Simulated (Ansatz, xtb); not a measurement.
## C4H10B2: which of two isomers lies lower

Structure a: `B[C@@H]1BCCC1`, a singlet. Structure b: `C[C@@H]1BCBC1`, a singlet. Both are isolated molecules in the gas phase, relaxed with PBE0-D3(BJ)/def2-SVP; the shapes shown needn't be the lowest conformers.

a (Å):

```yaml
atoms:
  - { symbol: C, position_ang: [-0.1723, 1.5030, 0.9851] }
  - { symbol: C, position_ang: [0.1337, 0.1694, -1.1489] }
  - { symbol: C, position_ang: [1.1511, -0.2644, -0.0872] }
  - { symbol: C, position_ang: [0.5376, 0.1696, 1.2471] }
  - { symbol: B, position_ang: [-1.4127, 1.9878, 1.7415] }
  - { symbol: B, position_ang: [-0.5385, 1.4543, -0.5559] }
  - { symbol: H, position_ang: [-1.7536, 3.1481, 1.6880] }
  - { symbol: H, position_ang: [-2.1159, 1.2013, 2.3405] }
  - { symbol: H, position_ang: [0.5469, 2.3502, 0.8458] }
  - { symbol: H, position_ang: [-1.1964, 2.2724, -1.1540] }
  - { symbol: H, position_ang: [0.5131, 0.2317, -2.1800] }
  - { symbol: H, position_ang: [-0.7121, -0.5539, -1.1841] }
  - { symbol: H, position_ang: [2.0983, 0.2793, -0.2517] }
  - { symbol: H, position_ang: [1.3978, -1.3376, -0.1158] }
  - { symbol: H, position_ang: [-0.2166, -0.5678, 1.5730] }
  - { symbol: H, position_ang: [1.2805, 0.2317, 2.0579] }
```

b (Å):

```xyz
16

C     0.1794   -1.7327   -0.3043
C     0.1636   -0.2124   -0.2430
C     1.6858    1.8508   -0.0753
C    -0.0431    0.4312    1.1454
B     1.2817    0.6294   -0.9659
B     0.5860    1.8733    1.0410
H     0.2926   -2.0972   -1.3371
H    -0.7432   -2.1717    0.1092
H     1.0210   -2.1389    0.2808
H    -0.6868    0.1404   -0.8793
H     1.7165    0.3677   -2.0675
H     2.1634    2.7545   -0.4728
H     2.4799    1.2990    0.4982
H     0.2760    2.8299    1.7174
H     0.5649   -0.1030    1.9075
H    -1.0767    0.3769    1.5251
```

Quicker runs give these differences E(b) − E(a): GFN2-xTB +30.4 kJ/mol; HF/STO-3G −12.8 kJ/mol (at GFN2-xTB geometries); r2SCAN-D4/def2-SVP −20.9 kJ/mol (at GFN2-xTB geometries).

Task: Estimate E(b) − E(a) at the level CCSD(T)/def2-SVP + ΔMP2/def2-TZVPP.

Result: Calculated at CCSD(T)/def2-SVP + ΔMP2/def2-TZVPP: E(b) − E(a) = −20.1 kJ/mol, so structure b lies lower.

Level by level:

```tsv
level	geometry	E(b) − E(a) (kJ/mol)	departure from the last row (kJ/mol)	job, with rough time for the two
GFN2-xTB	GFN2-xTB	+30.4	+50.5	optimisation, 0.16 s
HF/STO-3G	GFN2-xTB	−12.8	+7.3	single point, 0.28 s
r2SCAN-D4/def2-SVP	GFN2-xTB	−20.9	−0.7	single point, 2.7 s
PBE0-D3(BJ)/def2-SVP	PBE0-D3(BJ)/def2-SVP	−25.2	−5.1	optimisation, 34 s
HF/def2-SVP	PBE0-D3(BJ)/def2-SVP	−24.2	−4.1	part of the CCSD(T) run
MP2/def2-SVP	PBE0-D3(BJ)/def2-SVP	−20.0	+0.1	part of the CCSD(T) run
CCSD(T)/def2-SVP	PBE0-D3(BJ)/def2-SVP	−19.7	+0.5	single point
CCSD(T)/def2-SVP + ΔMP2/def2-TZVPP	PBE0-D3(BJ)/def2-SVP	−20.1		single point, 36 s
```

As drawn, b has 1 C–B, 1 C–H in place of 1 C–C, 1 B–H.

GFN2-xTB puts the two in the other order. The largest departure from CCSD(T)/def2-SVP + ΔMP2/def2-TZVPP is that of GFN2-xTB, 50.5 kJ/mol. The last row adds to CCSD(T) the change of the MP2 difference between the two basis sets, here −0.5 kJ/mol.

With thermal terms from frequencies at re-optimised GFN2-xTB minima (ideal gas, soft modes damped towards free rotors, one conformer each, 298.15 K, 1 atm): the zero-point term adds −1.1 kJ/mol; ΔH is −20.0 and ΔG −23.1 kJ/mol.

The correlated steps freeze 6 core orbitals. Run with Ansatz 0.2.0, xtb 6.7.1; the last row on 4 threads of Arm Neoverse V2 on a shared host.
